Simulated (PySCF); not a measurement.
# Electron correlation in O²⁺ (oxygen, charge +2)

[He] 2s2 2p2, high-spin 3P determinant. Computed with PySCF 2.14 in x2c-TZVPPall (5s3p2d1f, 31 functions), with scalar relativity by spin-free X2C-1e. Frozen: nothing; 6 electrons correlated.

```json
{"level": "CCSD", "correlation energy (mhartree)": "-112.72"}
{"level": "(T)", "correlation energy (mhartree)": "-1.40"}
{"level": "CCSD(T)", "correlation energy (mhartree)": "-114.12"}
{"level": "CCSDT", "correlation energy (mhartree)": "-114.37"}
```

Diagnostics: T1 = 0.0038, D1 = 0.0097, largest double amplitude 0.122.

Cost of the coupled-cluster step: roughly 0.2 core-seconds, for 6 correlated electrons.

This basis was not built for core-valence correlation, so the inner-shell part is incomplete.
